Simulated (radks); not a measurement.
The numbers below are computed, except where a source is named.
Ionisation of K, [Ar] 4s1, to K+, [Ar], under several functionals. Scalar-relativistic Kohn-Sham, spin-polarised, spherical densities, finite nucleus; open shells are filled with parallel spins first; a radial shooting solver on a logarithmic mesh with Libxc functionals.

exchange-only PBE: E(K) (hartree) -601.36198; Exc (hartree) -32.61024; IE (eV) 4.288; -e(HOMO) (eV) 2.297; <r> HOMO (bohr) 5.057; IE error (eV) -0.052
BLYP: E(K) (hartree) -602.31294; Exc (hartree) -33.58685; IE (eV) 4.457; -e(HOMO) (eV) 2.414; <r> HOMO (bohr) 4.856; IE error (eV) +0.116
revPBE: E(K) (hartree) -602.20889; Exc (hartree) -33.48453; IE (eV) 4.409; -e(HOMO) (eV) 2.520; <r> HOMO (bohr) 4.978; IE error (eV) +0.069
AM05: E(K) (hartree) -600.70842; Exc (hartree) -31.94197; IE (eV) 4.380; -e(HOMO) (eV) 2.533; <r> HOMO (bohr) 4.914; IE error (eV) +0.039
MS2 meta-GGA: E(K) (hartree) -602.29454; Exc (hartree) -33.57939; IE (eV) 4.332; -e(HOMO) (eV) 2.652; <r> HOMO (bohr) 5.051; IE error (eV) -0.008
OLYP: E(K) (hartree) -602.35238; Exc (hartree) -33.65672; IE (eV) 4.313; -e(HOMO) (eV) 2.328; <r> HOMO (bohr) 5.036; IE error (eV) -0.027
B86b exchange with PBE correlation: E(K) (hartree) -602.28873; Exc (hartree) -33.56545; IE (eV) 4.473; -e(HOMO) (eV) 2.558; <r> HOMO (bohr) 4.913; IE error (eV) +0.132
PBEsol: E(K) (hartree) -601.29018; Exc (hartree) -32.53857; IE (eV) 4.391; -e(HOMO) (eV) 2.543; <r> HOMO (bohr) 4.908; IE error (eV) +0.051
TASK exchange with Perdew-Wang LDA correlation: E(K) (hartree) -602.07498; Exc (hartree) -33.33859; IE (eV) 3.855; -e(HOMO) (eV) 2.644; <r> HOMO (bohr) 5.448; IE error (eV) -0.486

NIST Atomic Spectra Database: 4.341 eV (measured). Closest: MS2 meta-GGA. The Delta-SCF values span 0.62 eV, the total energies 1.64 hartree. The highest occupied level is 4s.
